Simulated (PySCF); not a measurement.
SnH4, SMILES [SnH4].

The structure is a stationary point at PBE0-D3(BJ)/def2-TZVPD. The isomer is the one that the SMILES or the coordinates give; other isomers of the formula were not compared. The def2 effective core potentials stand for the cores of Sn; spin–orbit coupling is left out.

Computed with CAM-B3LYP/def2-TZVPD (PySCF).

Computed frontier levels, gap, dipole moment and polarisability:
```
Item                                                                                                            Value
---------------------------------------------------------------------------------------------  ----------------------
highest occupied level                                                                                      -10.55 eV
lowest empty level                                                                                            0.49 eV
orbital gap                                                                                                  11.03 eV
dipole moment                                                                                               0.000 e·Å
quadrupole, principal values (traceless, Buckingham form, about the centre of nuclear charge)    0.00, 0.00, 0.00 D·Å
mean static polarisability                                                                       44.6 bohr³ (6.61 Å³)
polarisability, principal values                                                               44.6, 44.6, 44.6 bohr³
```
